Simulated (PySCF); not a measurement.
Simulated C 1s region for `CO[C@H]1CC[SiH2]1`, binding energy against the vacuum level.

Every computed line was given a Gaussian of 0.7 eV full width at half maximum and an area set by the number of equivalent atoms; the highest printed point is 100. Level of theory: PySCF 2.14.0, delta-SCF UKS SCAN, pcX-2 on the ionised atom, pcseg-1 elsewhere, spin-free X2C.

(binding energy (eV), intensity): (289.0, 0), (289.1, 1), (289.2, 2), (289.3, 4), (289.4, 9), (289.5, 16), (289.6, 28), (289.7, 43), (289.8, 60), (289.9, 76), (290.0, 88), (290.1, 95), (290.2, 99), (290.3, 100), (290.4, 100), (290.5, 99), (290.6, 95), (290.7, 90), (290.8, 85), (290.9, 82), (291.0, 83), (291.1, 85), (291.2, 85), (291.3, 81), (291.4, 73), (291.5, 63), (291.6, 56), (291.7, 54), (291.8, 59), (291.9, 67), (292.0, 75), (292.1, 78), (292.2, 73), (292.3, 62), (292.4, 47), (292.5, 32), (292.6, 19), (292.7, 10), (292.8, 5), (292.9, 2), (293.0, 1), (293.1, 0)

**Question.** Count the maxima, the lines and the sites behind this envelope.

**Answer.** The curve has 3 maxima (at 290.4, 291.2 and 292.1 eV). Under it lie 4 lines from 4 inequivalent carbon sites. At this width some lines have no maximum of their own.

**Question.** Decompose the envelope and assign each component. Numbering: `[CH3:1][O:2][C@H:3]1[CH2:4][CH2:5][SiH2:6]1`.

**Answer.** 
| position (eV) | relative area | line | atoms | environment |
| --- | --- | --- | --- | --- |
| 290.02 | 1 | C 1s | C5 | sp3 carbon bound to silicon |
| 290.58 | 1 | C 1s | C4 | four-membered-ring carbon |
| 291.24 | 1 | C 1s | C3 | sp3 carbon bound to oxygen |
| 292.10 | 1 | C 1s | C1 | methoxy carbon |

**Question.** What are the centre and the root-mean-square width of the whole band?

**Answer.** The area-weighted mean of the lines is 290.99 eV. Their own spread about it is 0.78 eV (rms) and each Gaussian has σ = 0.7/2.355 = 0.30 eV; the variances add, which gives 0.83 eV.

The listed C 1s values span 2.08 eV, from C5 (bonded to C, 2 H and Si) to C1 (bonded to O and 3 H). The widest gap between neighbouring values is 0.86 eV, between 291.24 and 292.10 eV.

No satellites, vibrations or lifetime broadening are included. The structure is a single PBE0-D3(BJ)/def2-SVP conformer in the gas phase; no vibrational or solvent corrections.

The values belong to the conformer `[CH3:1][O:2][C@H:3]1[CH2:4][CH2:5][SiH2:6]1`: C1–O2–C3–C4 -175°.
